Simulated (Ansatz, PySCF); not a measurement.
Pair of molecules: N2 (SMILES N#N) (first 2 atoms) with CH2F2 (SMILES FCF); geometry from B3LYP-D3(BJ)/def2-TZVP.
(charge 0, multiplicity 1):
```xyz
7

N      0.358     0.062    -0.265
N     -0.493    -0.030     0.410
F      0.455    -1.324     3.226
C     -0.286    -0.290     3.715
F      0.348     0.876     3.410
H     -0.342    -0.384     4.801
H     -1.260    -0.297     3.226
```

Basis-set superposition error: the interaction energy with monomers in their own basis, and in the dimer's basis (counterpoise).

The values were computed with Ansatz (Gaussian basis) for Hartree–Fock, density functionals and correlated methods; PySCF for 6-31G* rows, M06-2X. Each number belongs to the level named beside it.

```
level                uncorrected (kJ/mol)  counterpoise (kJ/mol)  difference
-------------------  --------------------  ---------------------  ----------
HF/aug-cc-pVDZ                       -0.3                    1.0         1.2
SVWN5/def2-TZVPPD                    -7.0                   -6.6         0.4
revPBE/def2-TZVPPD                    1.4                    1.8         0.4
B3LYP/6-31G*                         -3.7                    0.1         3.8
M06-2X/def2-TZVPPD                   -3.8                   -3.5         0.3
wB97M-V/def2-TZVPPD                  -4.3                   -4.0         0.3
SCS-MP2/aug-cc-pVDZ                  -6.1                   -2.7         3.4
SCS-MP2/aug-cc-pVQZ                  -4.1                   -3.4         0.8
CCSD/aug-cc-pVDZ                     -6.0                   -2.8         3.2
CCSD(T)/aug-cc-pVDZ                  -6.9                   -3.4         3.5
```

The error is largest for B3LYP/6-31G* (3.8 kJ/mol) and smallest for M06-2X/def2-TZVPPD (0.3 kJ/mol).

Ansatz is a program for electronic structure.
